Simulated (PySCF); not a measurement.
Screening by computed properties: pick the candidate that meets the target.

Each SMILES stands for a single optimised conformer of the isolated species, non-relativistic unless stated. Electronic properties by PySCF.

The conformers computed, where there is a choice (atom-mapped SMILES and torsion angles):
- `[CH3:1][O:2][c:3]1[cH:4][o:5][c:6]([CH:7]=[O:8])[p:9]1`: C1–O2–C3–C4 180°, O5–C6–C7–O8 180°
- `[CH3:1][O:2][C:3](=[O:4])[c:5]1[cH:6][o:7][cH:8][p:9]1`: C1–O2–C3–O4 0°, O2–C3–C5–C6 180°
- `[CH3:1][O:2][C@@H:3]1[CH2:4][O:5][S@@:6](=[O:7])[O:8]1`: C1–O2–C3–C4 -176°
- `[CH3:1]/[CH:2]=[CH:3]\[CH2:4][CH:5]([F:6])[F:7]`: C2–C3–C4–C5 -115°, C3–C4–C5–F6 176°

The conformers of `C[C@H]1COS(=O)(=O)O1` aren't listed.

**Question.** Wanted: HOMO–LUMO gap between 9 eV and 10 eV (wB97X-D/def2-SVPD) and static isotropic polarisability above 66 au (wB97X-D/def2-SVPD), at GFN2-xTB geometries. Which candidate meets both?
A. `C[C@H]1COS(=O)(=O)O1`
B. `CO[C@@H]1CO[S@@](=O)O1`
C. `COC(=O)C1=COC=P1`
D. `COc1coc(C=O)p1`

**Answer.** C. Computed values:
| species | HOMO–LUMO gap | static isotropic polarisability |
| --- | --- | --- |
| COc1coc(C=O)p1 | 7.91 eV | 96.1 au |
| COC(=O)C1=COC=P1 | 9.46 eV | 90.0 au |
| CO[C@@H]1CO[S@@](=O)O1 | 11.18 eV | 69.4 au |
| C[C@H]1COS(=O)(=O)O1 | 12.75 eV | 63.5 au |

**Question.** Wanted: lowest triplet excitation (Tamm–Dancoff) between 3 eV and 4.8 eV (TDA wB97X-D/def2-SVPD) and electronic spatial extent ⟨r²⟩ about the centre of nuclear charge above 1050 bohr² (wB97X-D/def2-SVPD), at GFN2-xTB geometries. Which candidate meets both?
A. `[C@H]1(OC)O[S@](=O)OC1`
B. `C(c1cocp1)(OC)=O`
C. `C(C/C=C\C)(F)F`
D. `COc1coc(C=O)p1`

**Answer.** B. Computed values:
```csv
species,lowest triplet excitation (Tamm–Dancoff),electronic spatial extent ⟨r²⟩ about the centre of nuclear charge
COc1coc(C=O)p1,2.53 eV,1469 bohr²
C(c1cocp1)(OC)=O,3.38 eV,1432 bohr²
C(C/C=C\C)(F)F,4.59 eV,1023 bohr²
[C@H]1(OC)O[S@](=O)OC1,4.98 eV,1069 bohr²
```

**Question.** Wanted: HOMO energy below -9.2 eV (wB97X-D/def2-SVPD) and dipole moment below 3 D (wB97X-D/def2-SVPD), at GFN2-xTB geometries. Which candidate meets both?
A. `COc1coc(C=O)p1`
B. `C(c1cocp1)(OC)=O`
C. `[C@H]1(OC)O[S@](=O)OC1`
D. `C(C/C=C\C)(F)F`

**Answer.** D. Computed values:
```csv
species,HOMO energy,dipole moment
[C@H]1(OC)O[S@](=O)OC1,-9.92 eV,4.21 D
C(C/C=C\C)(F)F,-9.35 eV,2.72 D
C(c1cocp1)(OC)=O,-9.05 eV,1.05 D
COc1coc(C=O)p1,-8.82 eV,3.76 D
```
